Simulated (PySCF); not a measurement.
Ligand exchange on a metal centre used in film growth or etching (Y Cl-OH). All species are isolated molecules in the gas phase. One relaxed conformer stands for each flexible species; it need not be the lowest.

Computed with B3LYP-D3(BJ)/def2-TZVP // r2SCAN-D4/def2-SVP (PySCF). All candidates: neutral, multiplicity 1. B3LYP has the VWN-RPA correlation part, as in Gaussian. 

LUMO: -2.75 eV
HOMO: -8.41 eV
HOMO–LUMO gap: 5.65 eV

Question: Name which member has these values.
A. [Y(Cl)(OH)2]
B. [Y(Cl)2(OH)]
C. [Y(Cl)3]

Answer: B, [Y(Cl)2(OH)]. The others give [Y(Cl)3]: -3.28 eV, -8.83 eV, 5.55 eV; [Y(Cl)(OH)2]: -2.22 eV, -7.95 eV, 5.73 eV
